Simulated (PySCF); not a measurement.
2-methylidenecyclopent-3-en-1-one (C6H6O), SMILES C=C1C=CCC1=O.

Coordinates come from a PBE-D3(BJ)/def2-SVP optimisation. Other conformers were not sampled.

Vertical ionisation energy (IE) and electron affinity (EA) in eV. Rows of orbital energies are one-electron estimates. Where ΔSCF, EOM or ADC give a negative EA the extra electron is unbound and the value depends on the basis.

```json
[
 {"level": "−ε(HOMO), −ε(LUMO), r2SCAN/def2-TZVP (PySCF)", "IE": "6.03", "EA": "2.75"},
 {"level": "−ε(HOMO), −ε(LUMO), PBE/def2-TZVP (PySCF)", "IE": "?", "EA": "?"}
]
```

Problem. Some entries are withheld; supply them. (The exact figures need the calculation; the answer reports its results.)

Solution. 
- −ε(HOMO), −ε(LUMO), PBE/def2-TZVP (PySCF), IE: 5.74
- −ε(HOMO), −ε(LUMO), PBE/def2-TZVP (PySCF), EA: 2.87
